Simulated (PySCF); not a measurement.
All values below come from PySCF with PBE-D3(BJ)/def2-TZVP // B3LYP-D3(BJ)/def2-TZVP. All species are isolated molecules in the gas phase. 

Reference species (SMILES): `[I][AlH][I]` (neutral, multiplicity 1).

- HOMO–LUMO gap: 4.04 eV
- S1 oscillator strength: 0.000

Changed species: `[I][Al]([I])[I]` (0 of 3 I replaced by H; the reference has 1 of 3 I replaced by H).

Problem. Give the shifts of the HOMO–LUMO gap and S1 oscillator strength.

Solution. the HOMO–LUMO gap drops by 0.17 eV, to 3.87 eV; the S1 oscillator strength stays essentially unchanged.
